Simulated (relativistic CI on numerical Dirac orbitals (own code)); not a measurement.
Ge16+: what numerical and physical settings do to a radial Dirac CI calculation

Reference input:

```
atom Ge  Z=32  charge=16  electrons=16
nucleus A=74  rms_radius_fm=4.0742
hamiltonian dirac-coulomb  breit=on  qed=on  c_scale=1
orbitals kli  potential=per-configuration
slater_scale 1
correlation none
mixing on
grid step=0.0125 r_max=6.2
scf mixing=0.4 start=green max_iterations=150 tolerance=2e-08 node_fill=0.05
configurations
  [Ne] 3s2 3p4
  [Ne] 3s 3p5
end
```

Computed lowest total energy -1965.22139 Ha, first excitation 36007.9 cm⁻¹, 20 SCF steps. Runs with settings changed; * marks those that are bad on purpose (the QED terms keep the true α when c is scaled):

```csv
Changed,Outcome,Lowest level,ΔE (Ha),First excitation (cm⁻¹),SCF steps,Message
end of the grid at 18.6 bohr,converged,3s2 3p4 3P_2,-9.09e-13,36007.9,20,
"QED terms off, SCF mixing 0.9, node fill of the KLI weights 0.01",converged,3s2 3p4 3P_2,-0.641,35961.3,14,
Slater scale 0.5,converged,3s2 3p4 3P_2,0.037,24044.8,20,
"speed of light × 2, QED terms off, start potential previous",converged,3s2 3p4 3P_2,15.6,8846.9,17,
configuration list: repeat *,refused,,,,0,a configuration is listed twice
charge 18 *,refused,,,,0,"configuration [Ne] 3s2 3p4 has 16 electrons, the ion has 14"
```
